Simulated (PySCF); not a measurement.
```xyz
5
charge 0 multiplicity 1, angstrom
Os    0.0000    0.0000    0.0000
Cl    1.2956    1.2956    1.2956
Cl    1.2956   -1.2956   -1.2956
Cl   -1.2956   -1.2956    1.2956
Cl   -1.2956    1.2956   -1.2956
```

Level of theory: B3LYP/[Os def2-SVP with ECP60, Cl def2-SVP], scalar-relativistic core potentials, density fitting, no spin–orbit coupling, PySCF.

This geometry of OsCl4 is a stationary point at this level.

**Question.** What is the point group?

**Answer.** Td.

**Question.** Is it a minimum?

**Answer.** Yes: all harmonic wavenumbers are real.

**Question.** List the harmonic modes with their infrared intensities.

**Answer.** 
```csv
symmetry,ω (cm⁻¹),"IR (km/mol, summed over degenerate members)",type
e,74,0.0,bend
t2,86,8.4,bend
a1,395,0.0,stretch
t2,399,139,stretch
```

**Question.** Give the atomic charges and bond orders.

**Answer.** 
| atom | Mulliken | Löwdin | polar tensor | Mayer order to Os1 |
| --- | --- | --- | --- | --- |
| Os1 | 0.51 | -0.70 | 1.68 | – |
| Cl2,3,4,5 | -0.13 | 0.17 | -0.42 | 1.20 |

In Td the vibrations span e + 2t2 + a1. The a1, e modes carry no infrared intensity, as symmetry demands.

This need not be the most stable arrangement of these atoms. No spin–orbit coupling is included, which matters more the heavier the element.
